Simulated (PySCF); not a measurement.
**Magnetisability: `CS[Si@H](O)c1ccco1`, C$_{5}$H$_{8}$O$_{2}$SSi**

Geometry (Å), atoms numbered from 1 in this order:
```xyz
17

C     2.396    1.359    0.303
S     2.462   -0.140   -0.725
Si    0.925   -1.316    0.222
O     0.678   -2.632   -0.686
C    -0.706   -0.411    0.262
C    -1.877   -0.562   -0.432
C    -2.761    0.431    0.043
C    -2.070    1.120    0.991
O    -0.833    0.624    1.131
H     3.127    2.052   -0.100
H     2.644    1.107    1.329
H     1.402    1.791    0.250
H     1.392   -1.649    1.565
H     1.387   -3.026   -1.188
H    -2.070   -1.298   -1.184
H    -3.768    0.610   -0.276
H    -2.337    1.954    1.611
```

Computed with PySCF, GIAO LC-wPBE/def2-SVP magnetisability, non-relativistic, IEF-PCM water. Geometry: GFN2-xTB.

Task: What are the magnetisability and the molar susceptibility?

Result: Isotropic -1623 × 10⁻³⁰ J/T², or -97.7 × 10⁻⁶ cm³/mol; principal values -2057, -1465, -1347 × 10⁻³⁰ J/T², anisotropy 659 × 10⁻³⁰ J/T² (root of half the summed squared differences of the principal values). The susceptibility is in cgs units.

Task: Split it along the inertial axes a, b, c into diamagnetic and paramagnetic parts about the centre of mass, with the quadrupole moment.

Result: 
| axis | χ (10⁻⁶ cm³/mol) | diamagnetic (10⁻⁶ cm³/mol) | paramagnetic (10⁻⁶ cm³/mol) | summed x² of all electrons (Å²) | quadrupole Θ (D Å) |
| --- | --- | --- | --- | --- | --- |
| a | -86.6 | -767.9 | 681.3 | 313.2 | +3.21 |
| b | -97.2 | -1493.9 | 1396.7 | 142.1 | +6.08 |
| c | -109.4 | -1931.9 | 1822.5 | 38.9 | -9.29 |

Anisotropies 2χaa − χbb − χcc = +33.3 and 2χbb − χaa − χcc = +1.6 × 10⁻⁶ cm³/mol. Θ is traceless in Buckingham's convention.
